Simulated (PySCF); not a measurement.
PySCF 2.14 output of an unrestricted PBE0 calculation on a single atom or ion in ANO-RCC-VTZP, with the spin-free X2C one-electron Hamiltonian (Gaussian nucleus):

```
SCF conv_tol = 1e-09
number electrons alpha = 38  beta = 35
    C. Adamo and V. Barone.,  J. Chem. Phys. 110, 6158 (1999)
    M. Ernzerhof and G. E. Scuseria.,  J. Chem. Phys. 110, 5029 (1999)
cycle= 1 E= -15604.3839339207  delta_E= -0.0198  |g|= 0.331  |ddm|= 0.255
cycle= 2 E= -15604.373926016  delta_E= 0.01  |g|= 0.529  |ddm|= 0.158
cycle= 3 E= -15604.3929125944  delta_E= -0.019  |g|= 0.0116  |ddm|= 0.073
cycle= 4 E= -15604.3937516976  delta_E= -0.000839  |g|= 0.00882  |ddm|= 0.0842
cycle= 5 E= -15604.3943284921  delta_E= -0.000577  |g|= 0.00671  |ddm|= 0.068
cycle= 6 E= -15604.3952652652  delta_E= -0.000937  |g|= 0.00573  |ddm|= 0.15
cycle= 7 E= -15604.3955779189  delta_E= -0.000313  |g|= 0.0051  |ddm|= 0.0699
cycle= 8 E= -15604.3959515322  delta_E= -0.000374  |g|= 0.00378  |ddm|= 0.0808
cycle= 9 E= -15604.3964994896  delta_E= -0.000548  |g|= 0.00429  |ddm|= 0.237
cycle= 10 E= -15604.3963611591  delta_E= 0.000138  |g|= 0.00347  |ddm|= 0.114
cycle= 11 E= -15604.3965109302  delta_E= -0.00015  |g|= 0.000841  |ddm|= 0.0972
cycle= 12 E= -15604.3965174131  delta_E= -6.48e-06  |g|= 0.000173  |ddm|= 0.0256
cycle= 13 E= -15604.3965174068  delta_E= 6.28e-09  |g|= 0.000182  |ddm|= 0.00503
cycle= 14 E= -15604.3965174721  delta_E= -6.53e-08  |g|= 0.000113  |ddm|= 0.0011
cycle= 15 E= -15604.3965175175  delta_E= -4.54e-08  |g|= 1.66e-05  |ddm|= 0.00176
cycle= 16 E= -15604.3965175178  delta_E= -2.8e-10  |g|= 6.09e-07  |ddm|= 0.000114
converged SCF energy = -15604.3965175178  <S^2> = 4.1974214  2S+1 = 4.217782
```

The run itself started from symmetry-adapted Hartree-Fock orbitals and held the occupation by maximum overlap, on a logarithmic radial grid, so the iterations belong to that start.

Task: Which element, charge and spin multiplicity is this?

Result: Ta (tantalum, neutral), multiplicity 4; the state was [Xe] 4f14 5d2 6s2 6p1, one real determinant (an excited configuration).

⟨L²⟩ = 15.11 against 20 for a pure G term, so this real determinant mixes terms. Spin-orbit coupling, absent here, splits the open shell strongly. ⟨S²⟩ = 4.20 against 3.75 shows spin contamination. The s, p, d and f populations moved away from the nominal configuration during the SCF.
